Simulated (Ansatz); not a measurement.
SiTe₄. Charge 0, multiplicity 5. Geometry r2SCAN-D4/def2-SVP; atoms count from 1.

Cartesian coordinates in Å:
```
Si -0.246 0.483 1.242
Te 1.120 1.668 -0.688
Te 0.138 -1.952 0.808
Te -2.607 0.426 0.601
Te 1.594 -0.625 -1.963
```

In the def2 sets Te takes a core potential; there is no spin–orbit coupling. At PBE0-D4/def2-TZVP a singlet of charge 0 lies 1.55 eV below the quintet, each at its own geometry. The structure comes from a short search, and lower isomers may exist.

Estimate the Mulliken populations from the PBE0/def2-TZVP orbitals of Ansatz.


```csv
atom,charge (e),spin (α − β)
Si1,0.02,0.37
Te2,0.06,0.47
Te3,-0.03,1.13
Te4,-0.07,1.04
Te5,0.02,0.99
```
Mulliken values and Mayer orders depend strongly on the basis.

Where does the spin sit?

Summed by element: Si 0.37, Te 3.63, of 4 unpaired in all. Largest on single atoms: Te3 1.13, Te4 1.04, Te5 0.99.

And the Mayer bond orders between bonded heavy atoms (over 0.3)?

Si1–Te2 0.85 (2.65 Å); Si1–Te3 1.17 (2.50 Å); Si1–Te4 1.38 (2.45 Å); Te2–Te5 1.50 (2.67 Å). Values over 0.3 also appear between atoms too far apart for a bond (Te3–Te4 0.40 at 3.64 Å; Te3–Te5 0.45 at 3.40 Å); they arise where an orbital or an unpaired electron spreads over both atoms.
